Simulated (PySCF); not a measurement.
# Li (lithium, neutral) across methods

[He] 3d1, 2D determinant (an excited configuration). Computed with PySCF 2.14 in dyall-av3z (15s9p3d, 57 functions), with scalar relativity by spin-free X2C-1e. The B2PLYP total includes its PT2 part (frozen core); its orbital energies are those of the SCF part.

```tsv
method	E (hartree)	mean ε 1s α (eV)	mean ε 1s β (eV)	mean ε 3d α (eV)	Σ⟨r²⟩ (bohr²)	⟨S²⟩
LDA	-7.1700	-54.546	-54.546	0.733	35.83	0.750
r2SCAN0	-7.3032	-60.503	-60.504	0.421	35.70	0.750
PBEsol	-7.2294	-54.781	-54.780	0.598	35.83	0.750
wB97X-V	-7.2924	-61.775	-61.775	-0.421	35.18	0.750
UHF	-7.24490	-70.881	-70.881	-0.213	35.36	0.750
PBE	-7.2941	-55.347	-55.346	0.476	35.78	0.750
r2SCAN	-7.3093	-56.861	-56.864	0.629	35.85	0.750
B2PLYP	-7.2910	-63.950	-63.949	0.153	35.52	0.750
PBE0	-7.2937	-59.410	-59.409	0.260	35.65	0.750
```

The outer electron is Rydberg-like, and this basis confines it to a smaller radius and binds it less than a complete one would.

The highest occupied level is positive at LDA, r2SCAN0, PBEsol, PBE, r2SCAN, B2PLYP, PBE0: only the finite basis holds that electron, which in a density functional comes from self-interaction.
